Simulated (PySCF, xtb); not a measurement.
SbCl₂, SMILES [Cl][Sb+][Cl] (connectivity only; charge and spin as stated), charge +1, multiplicity 1.

Harmonic wavenumbers (cm⁻¹) from xtb with GFN2-xTB at its own minimum, in rising order: 113, 338, 352.

**Question.** What does ωB97X-D3(BJ)/def2-TZVP in PySCF 2.14.0 give at its own minimum? (The exact figures need the calculation; the answer reports its results.)

**Answer.** 152, 448, 461. Paired by order, the mean absolute difference is 86 cm⁻¹ and the zero-point energies are 1.1 and 1.5 kcal/mol.
